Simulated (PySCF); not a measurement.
BiF₂, SMILES [F][Bi][F], multiplicity 2. Atoms are numbered in the order given.

```xyz
3

Bi     0.0000     0.0000     0.2408
F      0.0000    -1.5066    -1.1103
F      0.0000     1.5066    -1.1103
```
Charge 0, spin multiplicity 2.

Geometry: B3LYP-D3(BJ)/def2-TZVP. The multiplicity is an assumed one; other spin states were not compared. The isomer is the one that the SMILES or the coordinates give; other isomers of the formula were not compared. The def2 effective core potentials stand for the cores of Bi; spin–orbit coupling is left out.

Level of theory: TDA-LC-ωPBE/def2-SVPD (PySCF).

Vertical excitations. 

```json
[
 {"state": "root 1", "energy (eV)": "2.66", "λ (nm)": "465", "f": "0.000", "main pairs": "α HOMO→LUMO 98 %"},
 {"state": "root 2", "energy (eV)": "2.95", "λ (nm)": "420", "f": "0.001", "main pairs": "α HOMO→LUMO+1 97 %"},
 {"state": "root 3", "energy (eV)": "5.71", "λ (nm)": "217", "f": "0.007", "main pairs": "α HOMO→LUMO+2 23 %, β HOMO→LUMO 71 %"},
 {"state": "root 4", "energy (eV)": "5.94", "λ (nm)": "209", "f": "0.195", "main pairs": "α HOMO→LUMO+2 72 %, β HOMO→LUMO 25 %"},
 {"state": "root 5", "energy (eV)": "6.59", "λ (nm)": "188", "f": "0.001", "main pairs": "α HOMO−1→LUMO 43 %, β HOMO→LUMO+1 42 %"},
 {"state": "root 6", "energy (eV)": "6.72", "λ (nm)": "184", "f": "0.000", "main pairs": "β HOMO−1→LUMO 97 %"},
 {"state": "root 7", "energy (eV)": "6.76", "λ (nm)": "183", "f": "0.003", "main pairs": "α HOMO−1→LUMO+1 42 %, β HOMO→LUMO+2 41 %"},
 {"state": "root 8", "energy (eV)": "6.83", "λ (nm)": "181", "f": "0.000", "main pairs": "β HOMO−2→LUMO 87 %"},
 {"state": "root 9", "energy (eV)": "7.19", "λ (nm)": "172", "f": "0.000", "main pairs": "β HOMO−3→LUMO 87 %"},
 {"state": "root 10", "energy (eV)": "7.37", "λ (nm)": "168", "f": "0.001", "main pairs": "β HOMO−4→LUMO 94 %"}
]
```
Unrestricted roots are not spin-pure.
